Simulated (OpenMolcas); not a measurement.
## Ti3+: moving or changing the point charges

Ti3+ among 6 point charges of -2 e arranged as an octahedron (Oh), 1.68 Å from the ion.
```
   1.6800    0.0000    0.0000  -2.00
   0.0000    1.6800    0.0000  -2.00
  -1.6800    0.0000    0.0000  -2.00
   0.0000   -1.6800    0.0000  -2.00
   0.0000    0.0000    1.6800  -2.00
   0.0000    0.0000   -1.6800  -2.00
```

```json
{
  "Program": "OpenMolcas 26.06",
  "Method": "SS-CASPT2, IPEA 0.25 Eh, imaginary shift 0.1 Eh (closed shells correlated: 3s 3p)",
  "Basis": "ANO-RCC-VDZP [5s4p2d1f]",
  "Scalar Hamiltonian": "DKH2, point nucleus",
  "Active space": "1 electron in 5 orbitals (3d)",
  "State averaging": "2S+1 = 2 even, 5 roots",
  "Spin-orbit coupling": "state interaction with AMFI integrals over the reference wave functions"
}
```

Runs around this geometry, states (labels of O, the rotations of Oh). Energies in cm-1 above the lowest state or level, χT in cm3 K/mol; under a threefold ground state the first gap can be a small split of the lowest multiplet, not the spin-orbit step; 10Dq is the gap between the two states.

```
R (Å)  q (e)  Ground state  First state of that spin   10Dq  First gap with spin-orbit (degeneracies)  χT at 300 K
 1.68   -1.6           2T2                  2E 14770  14773                                200 (4, 2)        0.474
 1.68     -2           2T2                  2E 19700  19704                                180 (4, 2)        0.488
 1.76     -2           2T2                  2E 15260  15264                                190 (4, 2)        0.477
```

Taking |10Dq| as R^-n, n = -ln(15264 / 19704) / ln(1.76 / 1.68) = 5.5 between the shortest and longest distance. The point-charge formula for a cubic d site gives n = 5.

Scaling the charges by -1.6 / -2 = 0.80 scales |10Dq| by 14773 / 19704 = 0.75; with fixed orbitals a first-order splitting would follow the charge.

Roots that are degenerate in the reference are averaged as groups; the widest CASPT2 spread within a group is 18 cm-1 (the 2-fold group of multiplicity 2 near 15300 cm-1 above the lowest state of its run, R = 1.76, q = -2). Shifts and gaps below about the spread of the groups concerned are not significant. An orbital triplet at a regular site is open to Jahn-Teller coupling, which can distort the site and quench the lowest spin-orbit gaps and is left out. Free-ion shares, where given, are those of the reference states; single-state CASPT2 does not remix them. Point charges carry no covalency, so the field is a model and not that of real ligands. No measured value stands beside these numbers.
